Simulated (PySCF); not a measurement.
# Unknown compound

Molecular formula: C6H3Cl2F. Simulated spectra:

1H NMR (600 MHz, computed): δ 6.31 (m, 1H), 6.04 (m, 1H), 4.23 (m, 1H).

13C{1H} NMR (computed): δ 141.8 (CH), 137.1 (CH), 89.4 (C), 85.9 (C), 64.4 (CH), 54.8 (C).

Isolated molecule, single conformer, non-relativistic Hamiltonian. PBE0/pcSseg-1 with gauge-including orbitals; GFN2-xTB structure; PySCF 2.14.

Referencing at the same level of theory: TMS for 1H, 13C.

Q: Deduce the structure.

A: 
- Rings plus π bonds: 4 (3 rings in the answer).
- 6 carbon signals for 6 carbons: no two carbons are equivalent.
- Carbon types of the structure: 3 × C, 3 × CH, which accounts for all hydrogens.
- δC 141.8, 137.1: alkene CH; as expected for a trigonal carbon in a double bond.
- δC 89.4, 85.9, 64.4, 54.8: three-membered-ring carbon.
- δH 6.31, 6.04: hydrogen on an alkene CH; attached to an sp2 carbon and in the plane of the double bond.
- δH 4.23: hydrogen on a three-membered-ring carbon.

These data were computed for SMILES F[C@@]12C=C[C@@]3(Cl)[C@@H]1[C@]32Cl.

The shifts were computed for this structure. Such data don't tell enantiomers apart.

Carbons that carry Cl, above all several Cl atoms, come out too deshielded, partly because spin–orbit coupling is missing. Splittings by 19F in the carbon and heteronuclear signals aren't shown, as no couplings were computed. Shifts are as computed. Against solution values, carbons near 30 ppm lie about +3 ppm off and those near 130 ppm about +5 ppm; carbons on Cl a further +6 ppm (rms about the fit 2.1 ppm; single classes can miss by 10 ppm). Of 1328 compounds with measured shifts, 309 miss one by over three times the rms of a fit or turn the order of signals round; such compounds aren't used in these exercises. Signals without a measured value on file couldn't be tested in this way; 1H shifts scatter by 0.2 ppm about their fit, and single ones miss by 0.5 ppm. Multiplicities follow the n + 1 count of equivalent neighbours, as no J values were calculated; m marks all less simple cases, F and P coupling included.
